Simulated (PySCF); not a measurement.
Isomers of C10H10. Level of theory: PySCF, PBE0-D3(BJ)/def2-SVP geometry optimisation, gas phase. One conformer each; no zero-point energy, no entropy. No frequencies were run at this level. Point groups hold within 0.08 Å.

Question: Rank from lowest to highest electronic energy at this level (kJ/mol).
A. 3-methylindene (`CC1=CCc2ccccc21`)
B. `[CH2:1]=[CH:2][C:3]1=[CH:4]/[CH:5]=[CH:6]\[CH:7]=[CH:8]/[CH:9]=[CH:10]\1` with C1–C2–C3–C4 177°, C3–C4–C5–C6 54°, C5–C6–C7–C8 -54°, C7–C8–C9–C10 57°, C2–C3–C10–C9 125°
C. `C#CC1=CC2(C=C1)CCC2`

Answer: A (0.0), B (281.6), C (362.4).

As drawn, the lowest has an aromatic ring, which the highest lacks; the highest has a four-membered ring, a C≡C bond and a quaternary carbon, which the lowest lacks.

```tsv
SMILES	E (Eh)	E rel (kJ/mol)	dipole (D)	point group	A, B, C (MHz)
CC1=CCc2ccccc21	-386.36743	0.0	0.64	Cs	2513, 1260, 848.0
C=CC1=C/C=C\C=C/C=C\1	-386.26016	281.6	0.29	C1	2399, 1070, 829.4
C#CC1=CC2(C=C1)CCC2	-386.22938	362.4	1.40	Cs	4129, 771.1, 722.3
```
